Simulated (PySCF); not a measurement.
Electron correlation in Xe²⁺ (xenon, charge +2)

[Kr] 4d10 5s2 5p3 5d1, high-spin 5D determinant (an excited configuration). All numbers are calculated (PySCF 2.14, scalar relativity through the core potential, in aug-cc-pV5Z-PP with ECP28MDF (8s8p6d4f3g2h, 139 functions)). Frozen: 4s2 4p6 4d10; 6 electrons correlated.

MP2 pair energies summed by pair of shells (mhartree):

| pair | energy | share (%) |
| --- | --- | --- |
| 5s-5p | -47.29 | 52.8 |
| 5p-5p | -12.47 | 13.9 |
| 5s-5d | -11.17 | 12.5 |
| 5p-5d | -9.91 | 11.1 |
| 5s-5s | -8.66 | 9.7 |

Total MP2 correlation energy: -89.50 mhartree.

Same-spin part -26.57 and opposite-spin part -62.93 mhartree; SCS-MP2 scales them by 1/3 and 6/5 to -84.37 mhartree.
